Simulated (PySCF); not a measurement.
C4H12W, neutral, multiplicity 3. Atoms are numbered in the order given.

```xyz
17

W      0.0000     0.0000     0.0000
C      1.2135     1.2135    -1.2135
H      1.8667     1.8667    -0.6033
H      0.6033     1.8667    -1.8667
H      1.8667     0.6033    -1.8667
C     -1.2135     1.2135     1.2135
H     -1.8667     0.6033     1.8667
H     -1.8667     1.8667     0.6033
H     -0.6033     1.8667     1.8667
C     -1.2135    -1.2135    -1.2135
H     -1.8667    -1.8667    -0.6033
H     -0.6033    -1.8667    -1.8667
H     -1.8667    -0.6033    -1.8667
C      1.2135    -1.2135     1.2135
H      1.8667    -1.8667     0.6033
H      0.6033    -1.8667     1.8667
H      1.8667    -0.6033     1.8667
```
Charge 0, spin multiplicity 3.

Geometry optimised at PBE0-D3(BJ)/def2-SVP. The multiplicity is an assumed one; other spin states were not compared. The def2 effective core potentials stand for the cores of W; spin–orbit coupling is left out.

Calculation: PySCF 2.14.0 with PBE0-D3(BJ)/def2-SVP.

Frequencies are harmonic and unscaled.

Modes within 1.5 cm⁻¹ of each other (mostly degenerate sets) share a row, with their intensities summed.

```tsv
mode	ν (cm⁻¹)	IR (km/mol)	moving atoms (share of kinetic energy)
1–2	107	0.0	C 63 %, H 37 %
3–5	116	0.6	C 54 %, H 33 %, W 13 %
6	175	0.0	H 100 %
7–9	177	0.0	H 99 %
10–12	514	0.0	H 86 %, C 14 %
13–15	532	100.3	C 66 %, H 26 %
16	555	0.0	C 78 %, H 22 %
17–18	652	0.0	H 78 %, C 22 %
19–21	655	121.0	H 75 %, C 22 %
22–24	1199	4.3	H 78 %, C 22 %
25	1216	0.0	H 80 %, C 20 %
26–28	1391	0.0	H 94 %
29–31	1399	36.1	H 95 %
32–33	1401	0.0	H 95 %
34–36	2988	21.9	H 97 %
37	2994	0.0	H 97 %
38–42	3089	0.0	H 91 %, C 9 %
43–45	3093	52.5	H 91 %, C 9 %
```
